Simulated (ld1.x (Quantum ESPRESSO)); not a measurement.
**Ti (Z = 22): PAW pseudisation with LDA (PZ), scalar-relativistic reference atom.**

```json
{"Element": "titanium", "Generator": "ld1.x (Quantum ESPRESSO) 7.5", "Type": "PAW", "Functional": "LDA (PZ)", "Relativity": "scalar-relativistic", "Frozen core": "[Ne]", "Valence charge": "12", "Reference configuration": "3s2 3p6 3d2 4s2 4p0", "Partial waves": "3s (bound): rcut 2.00, rcutus 2.20 bohr; 4s (bound): rcut 2.00, rcutus 2.20 bohr; 3p (bound): rcut 2.06, rcutus 2.32 bohr; 4p (bound, empty): rcut 2.06, rcutus 2.32 bohr; 3d (bound): rcut 1.68, rcutus 2.26 bohr; 3d channel at 2.05 Ry: rcut 1.68, rcutus 2.26 bohr", "Local potential": "all-electron potential smoothed inside 1.68 bohr (lloc = -1)", "Core correction": "a·sin(br)/r model core, default radius (core density twice the valence density)", "Augmentation charge": "BESSEL, radius 1.80 bohr"}
```

Results:

- Configuration tests: test run stopped at test 1 of 9 (negative rho)
- Lowest eigenvalue of the overlap operator: -2.73 (p channel); it is negative, so in a basis up to 400 Ry S is not positive definite and the file is unfit for use

The ghost test of this file was not conclusive. Its overlap operator is not positive definite in a basis up to 400 Ry (lowest eigenvalue s -0.08, p -2.73), so the file is unfit for use: the generalised eigenproblem breaks down once the basis is large enough, and its test numbers describe a broken file.

Generation and tests took about 5.1 s on one core of a shared server CPU.
